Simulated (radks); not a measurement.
Question: All-electron atom: Kr+ in [Ar] 3d10 4s2 4p5. All-electron calculation, scalar-relativistic Kohn-Sham, r2SCAN, spin-polarised, spherical densities, finite nucleus; open shells are filled with parallel spins first; meta-GGA in the generalised Kohn-Sham scheme; Fermi nuclear charge, rms radius 4.1884 fm. Program: a radial shooting solver on a logarithmic mesh with Libxc functionals. Some entries of the table are withheld. Estimate them.

| orbital | occ. | eigenvalue (eV) | <r> (bohr) |
|---|---|---|---|
| 1s up | 1 | -14206.61 | 0.04149 |
| 1s down | 1 | -14206.49 | 0.04149 |
| 2s up | 1 | -1891.069 | 0.1833 |
| 2s down | 1 | -1891.045 | 0.1833 |
| 2p up | 3 | -1671.227 | 0.1601 |
| 2p down | 3 | -1671.136 | 0.1601 |
| 3s up | 1 | -282.4695 | 0.5290 |
| 3s down | 1 | -282.3665 | 0.5291 |
| 3p up | 3 | (1) | 0.5398 |
| 3p down | 3 | (2) | 0.5397 |
| 3d up | 5 | -94.8747 | 0.5556 |
| 3d down | 5 | -94.7094 | 0.5548 |
| 4s up | 1 | (3) | 1.544 |
| 4s down | 1 | (4) | 1.548 |
| 4p up | 3 | -20.4732 | (5) |
| 4p down | 2 | -19.3844 | (6) |

Answer: 
(1) 3p up eigenvalue (eV): -211.6267
(2) 3p down eigenvalue (eV): -211.5012
(3) 4s up eigenvalue (eV): -35.4624
(4) 4s down eigenvalue (eV): -34.2984
(5) 4p up <r> (bohr): 1.815
(6) 4p down <r> (bohr): 1.829
